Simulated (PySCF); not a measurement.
## TlSb at PW91

Level: PW91. basis Tl cc-pVDZ-PP with ECP60, Sb cc-pVDZ-PP with ECP28; scalar-relativistic core potentials; PySCF 2.14.

- state: ³Σ⁻ (triplet), unpaired electrons π ↑↑
- bond length: 3.038 Å
- harmonic wavenumber: 121 cm⁻¹
- force constant: 0.657 mdyn/Å
- rotational constant Be: 0.02402 cm⁻¹
- anharmonicity ωexe: 0.215 cm⁻¹
- vibration–rotation constant αe: 6.19e-05 cm⁻¹
- well depth De to Tl + Sb: 1.81 eV
- dissociation energy D0: 1.80 eV
- bond order (Mayer): 1.17
- dipole moment (positive dipole means Tl(−)Sb(+)): -2.35 D

These are scalar-relativistic numbers at best; spin–orbit coupling would shift them, the dissociation energy most. The state is the lowest determinant that a PBE0 search found; another state may lie lower at other levels.
